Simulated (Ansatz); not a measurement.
`C#[C][AlH][NH2]` + `O=C(S)[SeH]` → `[NH2][AlH][SeH]` + `C#CC(=O)S`  (formal exchange of groups at the Al–C bond)

Program: Ansatz. Geometries: PBE0-D4/def2-TZVP. ΔE: electronic, gas phase. CCSD(T)/CBS adds triple-zeta CCSD(T) − MP2 to the extrapolated MP2 energy (def2 sets, frozen cores). DFT in def2-TZVPP. For Se outer-core shells are correlated without core-valence functions, which leaves a few kJ/mol of doubt a bond. Scalar relativity is left out up to krypton. One conformer a species, not always the lowest.

```csv
level,ΔE (kJ/mol)
r2SCANh-D4,-63.7
PBE0,-68.0
r2SCAN0,-66.8
MP2/def2-TZVPP,-61.6
```

Task: What does CCSD(T)/CBS give? (An estimate is asked.)

Result: Computed: -59.8 kJ/mol. The listed levels differ from it by -3.9, -8.2, -7.0, -1.8 kJ/mol.

Task: What do rigid-rotor, harmonic-oscillator terms from PBE0-D4/def2-TZVP frequencies (298.15 K, 1 bar) make of the CCSD(T)/CBS value? (Estimate.)

Result: Ansatz gave: ΔZPE = +2.0 kJ/mol, ΔH = -58.4 kJ/mol, ΔS = -5 J/(mol·K), ΔG = -56.9 kJ/mol.

Largest T1 diagnostic among the species: 0.017.

In def2-TZVPP, CCSD(T) changes the Hartree–Fock value by +9.0 kJ/mol (the triples alone add +2.1 kJ/mol) and MP2 by +6.5 kJ/mol. From BLYP to BHLYP (50 % exact exchange), in def2-TZVPP and without D4, ΔE moves by −11.3 kJ/mol. At CCSD(T), def2-SVP lies −20.5 kJ/mol from the extrapolated value and def2-TZVPP +0.7 kJ/mol.
